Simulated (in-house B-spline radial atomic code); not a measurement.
Configurations of Kr⁺, with energies counted from [Ar] 3d10 4s2 4p5. Computed with a radial B-spline atomic code at the basis-set limit: non-relativistic revTPSS, spin-polarised, spherical fractional occupations, point nucleus. Shells without spins written out take the highest spin.

Occupations are held fixed; configurations that lie above the ionisation limit could autoionise.

```json
{"configuration": "[Ar] 3d10 4s2 4p(2 up, 2 down) 4d(0 up, 1 down)", "E - E(ref) (eV)": "17.008", "highest orbital": "4d down", "its <r> (bohr)": "3.286"}
{"configuration": "[Ar] 3d10 4s2 4p4 5d1", "E - E(ref) (eV)": "19.792", "highest orbital": "5d up", "its <r> (bohr)": "7.73"}
{"configuration": "[Ar] 3d10 4s2 4p4 4f1", "E - E(ref) (eV)": "20.854", "highest orbital": "4f up", "its <r> (bohr)": "8.529"}
{"configuration": "[Ar] 3d10 4s2 4p4 5f1", "E - E(ref) (eV)": "22.026", "highest orbital": "5f up", "its <r> (bohr)": "14.63"}
{"configuration": "[Ar] 3d10 4s1 4p5 4d1", "E - E(ref) (eV)": "29.467", "highest orbital": "4d up", "its <r> (bohr)": "3.077"}
{"configuration": "[Ar] 3d9 4s2 4p6", "E - E(ref) (eV)": "81.162", "highest orbital": "4p down", "its <r> (bohr)": "1.749"}
{"configuration": "[Ne] 3s2 3p5 3d10 4s2 4p5 5f1", "E - E(ref) (eV)": "216.42", "highest orbital": "5f up", "its <r> (bohr)": "14.68"}
```

Problem. Order these further configurations by energy, lowest first.
A. [Ne] 3s2 3p5 3d10 4s2 4p5 5p1
B. [Ar] 3d10 4s2 4p4 5p1
C. [Ar] 3d10 4s1 4p5 5p1
D. [Ne] 3s2 3p(2 up, 3 down) 3d10 4s2 4p(3 up, 2 down) 4d(0 up, 1 down)
E. [Ar] 3d(4 up, 5 down) 4s2 4p(2 up, 3 down) 5s(1 up, 0 down)

Solution. B (16.842 eV), C (30.999 eV), E (98.134 eV), D (210.13 eV), A (211.06 eV).

Problem. How far above the reference does [Ar] 3d10 4s1 4p5 4f1 lie?

Solution. 35.063 eV; its least bound orbital is 4f up with <r> = 8.509 bohr.

Problem. How far above the reference does [Ne] 3s2 3p(3 up, 2 down) 3d10 4s2 4p(3 up, 2 down) 5d(1 up, 0 down) lie?

Solution. 214.08 eV; its least bound orbital is 5d up with <r> = 7.544 bohr.
